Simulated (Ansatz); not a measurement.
Relaxation of CH₃FSi₂ (7 atoms, charge 0, multiplicity 1), to a largest force component of 0.02 eV/Å in at most 50 steps.

All numbers below come from RKS PBE0-D4/def2-mTZVP (Ansatz).

```xyz
7
Properties=species:S:1:pos:R:3
F 0.649 -2.361 1.376
C 1.173 -1.148 0.956
Si 0.190 0.027 0.069
Si -1.540 0.949 -0.976
H 2.209 -1.065 1.264
H -1.668 2.301 -0.361
H -1.013 1.296 -2.328
```

Task: Where does it end, and by what steps?

Result: The forces met the threshold. After 25 steps the energy has fallen by 0.538 eV; H7 moved furthest, 1.84 Å.

| step | energy less start (eV) | largest force component (eV/Å) | accepted |
| --- | --- | --- | --- |
| 0 | 0.0000 | 1.650 | yes |
| 1 | -0.1147 | 0.784 | yes |
| 2 | -0.0658 | 1.258 | no |
| 3 | -0.1656 | 0.572 | yes |
| 4 | -0.2151 | 0.349 | yes |
| 5 | -0.2354 | 0.186 | yes |
| 6 | -0.2453 | 0.135 | yes |
| 7 | -0.2450 | 0.582 | no |
| 8 | -0.2578 | 0.219 | yes |
| 9 | -0.2792 | 0.262 | yes |
| 10 | -0.3067 | 0.181 | yes |
| 11 | -0.3306 | 0.272 | yes |
| 12 | -0.3535 | 0.375 | yes |
| 13 | -0.3779 | 0.409 | yes |
| 14 | -0.3865 | 0.710 | yes |
| 15 | -0.4414 | 0.449 | yes |
| 16 | -0.4593 | 0.557 | yes |
| 17 | -0.4896 | 0.447 | yes |
| 18 | -0.5056 | 0.376 | yes |
| 19 | -0.5122 | 0.547 | yes |
| 20 | -0.5247 | 0.372 | yes |
| 21 | -0.4827 | 0.582 | no |
| 22 | -0.5361 | 0.091 | yes |
| 23 | -0.5372 | 0.069 | yes |
| 24 | -0.5378 | 0.055 | yes |
| 25 | -0.5378 | 0.013 | yes |

```xyz
7
Properties=species:S:1:pos:R:3
F 0.118 -1.794 0.233
C 0.778 -0.666 0.572
Si 0.243 0.746 1.596
Si -0.936 0.716 -0.315
H 1.823 -0.775 0.273
H -0.938 2.064 -0.964
H -1.088 -0.292 -1.396
```

Time of the run: 19 s on 2 threads of AMD EPYC 9R45 (Zen 5) (shared host), peak memory 0.19 GiB.
